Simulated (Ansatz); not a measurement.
Consider the atomization: `O[Si](O)(F)[SeH]` → F• + 3 H• + 2 O• + Se• + Si•.

Program: Ansatz. Geometries: PBE0-D4/def2-TZVP. ΔE: electronic, gas phase. CCSD(T)/CBS is the MP2 limit (def2-TZVPP, def2-QZVPP) plus CCSD(T) − MP2 in def2-TZVPP, frozen cores. This one scheme is used for every species, atoms too. Functionals use def2-TZVPP. B3LYP here is the variant with VWN-RPA as its local correlation; programs differ in this. Open shells (•) are unrestricted, without spin–orbit coupling. Spin–orbit coupling would lower the free atoms: a little for F, O, Si; clearly for Se. Bonds to Se are less sure, by a few kJ/mol each and by 10 to 20 or more in all where they break to atoms, as the def2 sets lack core-valence functions. Scalar relativity is left out up to krypton. Each species was taken in one conformer, which may not be the lowest.

`O[Si](O)(F)[SeH]`:

Z-matrix (Å, degrees):
```
Si
O 1 1.619
F 1 1.590 2 111.2
O 1 1.628 2 106.4 3 -118.8
Se 1 2.258 2 109.1 3 116.9
H 2 0.959 1 116.9 3 101.1
H 4 0.958 1 118.4 2 -169.1
H 5 1.468 1 91.3 2 -135.5
```

```
           level  ΔE (kJ/mol)
          B97M-V       3070.5
        B3LYP-D4       3045.8
      r2SCAN0-D4       3005.9
         ωB97M-V       3077.9
             PBE       3094.8
            PBE0       3015.7
       CAM-B3LYP       3058.1
CCSD(T)/def2-SVP       2784.3
```

(1) What does CCSD(T)/CBS give? (Estimate.)

Largest T1 diagnostic among the species: 0.012.

Results:

(1) The calculation gave: +3107.8 kJ/mol. The listed levels differ from it by -37.3, -62.0, -101.9, -29.9, -13.0, -92.1, -49.7, -323.5 kJ/mol.

Leaving LDA and LC-ωPBE aside and taking each functional with its dispersion term where it has one, the values, not all of them listed here, spread over 185.7 kJ/mol, from BHLYP-D4 to PBE-D4. LDA lies +477.2 kJ/mol from PBE without D4, its usual overbinding. The D4 term adds +32.7 kJ/mol with B3LYP and +16.9 kJ/mol with PBE0; it sums over pairs of atoms, weighted by their polarisabilities, and B3LYP, whose exchange is more repulsive, gets the larger term.

For atomizations the MP2-based limit and the directly extrapolated one differ by several kJ/mol either way, and by 10 to 25 for some Ge, Se and Sn compounds, so smaller differences from it don't rank the levels.
